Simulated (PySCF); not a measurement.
## Potential energy of BSe⁺ along the bond

Set-up: basis B 6-31G(d,p), Se 6-31G(d,p); no relativity; PySCF 2.14. Energies in eV from B⁺ + Se in their ground configurations at the same level. State: ³Π (triplet), unpaired electrons σ ↑, π ↑.

All columns are PBE0. A positive dipole points towards Se; it is taken about the centre of mass and depends on that origin.

| R (Å) | E (eV) | μ (D) | Mulliken charge on B (basis-dependent) | HOMO (eV) | LUMO (eV) | Mayer bond order | ⟨S²⟩ |
| --- | --- | --- | --- | --- | --- | --- | --- |
| 1.594 | -1.957 | -1.96 | 0.42 | -15.68 | -13.74 | 2.02 | 2.01 |
| 1.668 | -2.618 | -2.26 | 0.45 | -15.77 | -13.44 | 1.98 | 2.01 |
| 1.742 | -2.978 | -2.57 | 0.46 | -15.67 | -13.15 | 1.93 | 2.01 |
| 1.797 | -3.103 | -2.80 | 0.47 | -15.45 | -12.95 | 1.89 | 2.01 |
| 1.853 | -3.134 | -3.03 | 0.48 | -15.25 | -12.76 | 1.84 | 2.01 |
| 1.909 | -3.095 | -3.26 | 0.49 | -15.06 | -12.58 | 1.79 | 2.01 |
| 1.983 | -2.965 | -3.56 | 0.50 | -14.81 | -12.35 | 1.72 | 2.01 |
| 2.075 | -2.725 | -3.93 | 0.51 | -14.53 | -12.08 | 1.61 | 2.01 |
| 2.187 | -2.391 | -4.34 | 0.53 | -14.22 | -11.79 | 1.46 | 2.01 |
| 2.335 | -1.951 | -4.88 | 0.55 | -13.85 | -11.66 | 1.23 | 2.03 |

A fit through these points gives, at Re = 1.847 Å, μ = -3.01 D and dμ/dR = -4.17 D/Å; the reduced mass is 9.676 u.

**Question.** How strong is the fundamental in the double-harmonic approximation, I = 42.26·(dμ/dR)²/μred km/mol?

**Answer.** I = 42.26·(-4.17)²/9.676 = 75.9 km/mol at PBE0.

Spin–orbit coupling is left out. For an ion De counts to the pair picked by the measured ionisation energies or electron affinities, which need not be the lowest pair at this level. The state was picked by a PBE0 search and need not be the measured ground state.
